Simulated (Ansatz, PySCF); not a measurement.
Pair of molecules: CH3Cl (SMILES CCl) (first 5 atoms) with H2 (SMILES [H][H]); geometry from B3LYP-D3(BJ)/def2-TZVP, rigid monomers moved along the line of their centres of mass till Cl2···H7 is 3.45 Å.
(charge 0, multiplicity 1):
```xyz
7

C     -0.26932     1.08040    -0.42773
Cl    -0.15217    -0.70344    -0.26955
H     -1.19973     1.31737    -0.93469
H     -0.25586     1.51169     0.56865
H      0.58094     1.42793    -1.00661
H     -0.08251     0.45176     3.69683
H     -0.07544    -0.00417     3.10765
```

Monomers are frozen at their geometry in the pair; levels with a basis set take the counterpoise correction. Rows marked so take none.

Frozen-core correlation. CBS(a, b) extrapolates the correlation energy as X⁻³ and adds the Hartree–Fock energy of set b. Rows in 3-21G, 6-31G*, STO-3G carry no dispersion term and start afresh at each structure (6-31G* with six Cartesian d functions). MP2/6-31G* freezes PySCF's default core.

Run with Ansatz (an electronic-structure program) with Gaussian orbitals; PySCF for 3-21G rows, 6-31G* rows, STO-3G rows, the dispersion terms. 

Other levels give for the interaction energy: PBE/def2-TZVPPD -18.8; B3LYP/def2-TZVPPD -3.0; B3LYP-D3(BJ)/def2-TZVPPD -20.6; wB97M-V/def2-TZVPPD -20.5; CCSD(T)/CBS(aug-cc-pV(D+d)Z, aug-cc-pV(T+d)Z) -22.7 meV.

### Question
What do these common cheap choices give for the same quantity: HF/STO-3G (no counterpoise), HF/3-21G (no counterpoise), HF/6-31G* (no counterpoise), BP86/6-31G* (no counterpoise), B3LYP/3-21G (no counterpoise), M06-2X/6-31G* (no counterpoise), MP2/6-31G*, MP2/6-31G* (no counterpoise)?

### Answer
HF/STO-3G (no counterpoise) -3.5; HF/3-21G (no counterpoise) -11.4; HF/6-31G* (no counterpoise) -3.9; BP86/6-31G* (no counterpoise) 4.5; B3LYP/3-21G (no counterpoise) -15.2; M06-2X/6-31G* (no counterpoise) -22.9; MP2/6-31G* -5.4; MP2/6-31G* (no counterpoise) -11.3 meV. They span -22.9 to 4.5 meV.
